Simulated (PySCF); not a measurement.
## Heteronuclear NMR

Mapped SMILES: `[CH2:1]=[CH:2][C@@:3]1([C:4]#[C:5][CH3:6])[SiH2:7][C@@H:8]1[CH3:9]`. Hydrogens are named by the atom that carries them. Ha(C1) is cis to C3; Ha(Si7) is cis to C9 on the ring; Hb(C1) is trans to C3; Hb(Si7) is trans to C9 on the ring.

[PySCF 2.14.0 with density-fitted response routines: geometry from GFN2-xTB; shieldings: GIAO PBE0/pcSseg-1; relativity neglected; one averaged value for each set of equivalent atoms; no solvent model; single conformer]

Q: What are the $^{29}$Si shifts?

A: 
```json
{"atoms": "Si7", "environment": "silicon bonded to 2 C, 2 H, in a 3-membered ring", "σ (ppm)": "445.1", "δ (ppm)": "-85.9"}
```

Shieldings were converted by a linear fit to measured shifts: $^{29}$Si (scatter 8.9 ppm rms, 25.8 ppm with the 6 outliers that the fit left out vs TMS, solution or neat liquid). A few per cent of atoms miss by over 2 rms, more outside the fitted compound classes.

On a 300 MHz spectrometer $^{29}$Si resonates near 59.6 MHz, so 1 ppm is 59.6 Hz.
